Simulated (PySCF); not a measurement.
Assigning NMR signals

Atom-mapped SMILES (the numbers label the heavy atoms): `[CH3:1][O:2][SiH2:3]/[CH:4]=[C:5](/[CH:6]=[O:7])[SiH2:8][Cl:9]`; H(Xn) means a hydrogen on atom n.

No relativistic terms, one computed conformer, averaged over atoms made equivalent by symmetry, fast rotation or ring inversion, no solvent. Shieldings: GIAO PBE0/pcSseg-1; GFN2-xTB geometry; PySCF 2.14.

δ = σ(ref) − σ, references computed at the same level: $^{13}$C (σref 186.93), $^{1}$H (σref 31.72) vs TMS.

(1) Assign these signals to the numbered atoms. $^{13}$C{$^{1}$H} NMR (computed): δ 201.3, 174.7, 165.7, 53.2.

(2) Assign these signals to the numbered atoms. $^{1}$H NMR (500 MHz, computed): δ 9.66 (s, 1H), 7.74 (t, 1H), 5.58 (s, 2H), 5.32 (d, 2H), 3.87 (s, 3H).

Results:

(1) 
| δ (ppm) | atoms | environment | reason |
| --- | --- | --- | --- |
| 201.3 | C6 | aldehyde carbonyl carbon | the double bond to the heteroatom, with no lone-pair donor beside it, deshields it most |
| 174.7 | C4 | β carbon of a C=C–C=O unit | conjugation with the carbonyl draws π density from the β position |
| 165.7 | C5 | α carbon of a C=C–C=O unit | – |
| 53.2 | C1 | methyl carbon bonded to O | the inductive effect lowers its shielding |

(2) 
| δ (ppm) | atoms | environment | reason |
| --- | --- | --- | --- |
| 9.66 | H(C6) | hydrogen on an aldehyde carbonyl carbon | the C=O anisotropy and electron withdrawal place aldehyde protons far downfield |
| 7.74 | H(C4) | hydrogen on a β carbon of a C=C–C=O unit | attached to an sp2 carbon and in the plane of the double bond |
| 5.58 | H(Si8) | hydrogen on a silicon bonded to C, Cl | – |
| 5.32 | H(Si3) | hydrogen on a silicon bonded to C, O | – |
| 3.87 | H(C1) | hydrogen on a methyl carbon bonded to O | its carbon carries O, hence the downfield position |

Shifts are as computed. Against solution values, carbons near 30 ppm lie about +3 ppm off and those near 130 ppm about +5 ppm. Of 1211 compounds with measured shifts, 218 miss one by over three times the rms of a fit or turn the order of signals round; such compounds aren't used in these exercises. No couplings were computed; multiplicities are counted from neighbouring protons, with m where these are inequivalent, close in shift, in a saturated or five-membered ring or joined by F or P, and br s for small geminal =CH2 splittings.
